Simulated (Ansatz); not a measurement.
Task: Name a neutral molecule of C, Cl, O, S, Si and H with HOMO–LUMO gap (ωB97M-V/def2-TZVPP) between 9.10 and 9.40 eV and size of the dipole moment (B3LYP/def2-TZVPP) between 3.30 and 3.60 D (Ansatz, PBE0-D4/def2-TZVP geometry).

Result: `C[SiH](Cl)OC=S` (9.33 eV, 3.38 D). Other molecules can fit too; these were computed, each in one conformer that needn't be the lowest.

B3LYP here is the variant with VWN-RPA as its local correlation; programs differ in this.
